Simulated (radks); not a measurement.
The terbium ion Tb23.75+, configuration [Ar] 3d10 4s1.25 4p6 4d6 (fractional occupations, a model configuration).

Calculated with a radial shooting solver on a logarithmic mesh with Libxc functionals: Dirac Kohn-Sham, LDA (Slater exchange, Perdew-Wang correlation), spin-unpolarised, spherical densities, finite nucleus; open shells fill j = l - 1/2 first; Fermi nuclear charge, rms radius 5.06 fm.

Energy parts (hartree):
total: -11456.2471
kinetic: 12546.9457
electron-nucleus: -27064.3874
Hartree: 3282.1978
exchange-correlation: -221.0032

Orbitals (lengths in bohr, moments of r in powers of bohr):
| orbital | occ. | eigenvalue (hartree) | <r^4> | <r> | small-component weight |
|---|---|---|---|---|---|
| 1s1/2 | 2 | -1928.779 | 1.066e-06 | 0.02152 | 5.87e-02 |
| 2s1/2 | 2 | -342.2210 | 0.0001678 | 0.09101 | 1.30e-02 |
| 2p1/2 | 2 | -326.7114 | 0.0001034 | 0.07591 | 1.31e-02 |
| 2p3/2 | 4 | -299.3043 | 0.0001370 | 0.08285 | 1.21e-02 |
| 3s1/2 | 2 | -96.52132 | 0.006339 | 0.2381 | 4.17e-03 |
| 3p1/2 | 2 | -89.79278 | 0.005715 | 0.2276 | 4.12e-03 |
| 3p3/2 | 4 | -84.07287 | 0.007016 | 0.2405 | 3.85e-03 |
| 3d3/2 | 4 | -72.48501 | 0.004973 | 0.2125 | 3.72e-03 |
| 3d5/2 | 6 | -71.23276 | 0.005296 | 0.2165 | 3.65e-03 |
| 4s1/2 | 1.25 | -38.03156 | 0.1178 | 0.5075 | 1.55e-03 |
| 4p1/2 | 2 | -35.29615 | 0.1241 | 0.5101 | 1.49e-03 |
| 4p3/2 | 4 | -33.74361 | 0.1458 | 0.5320 | 1.41e-03 |
| 4d3/2 | 4 | -29.19392 | 0.1574 | 0.5335 | 1.29e-03 |
| 4d5/2 | 2 | -28.87505 | 0.1646 | 0.5399 | 1.27e-03 |

The highest occupied level is 4d5/2 at -785.73 eV. Summed over all electrons, <r^2> = 5.329 bohr^2, which gives a Langevin (diamagnetic) susceptibility term of -4.22 x 10^-6 cm^3/mol.
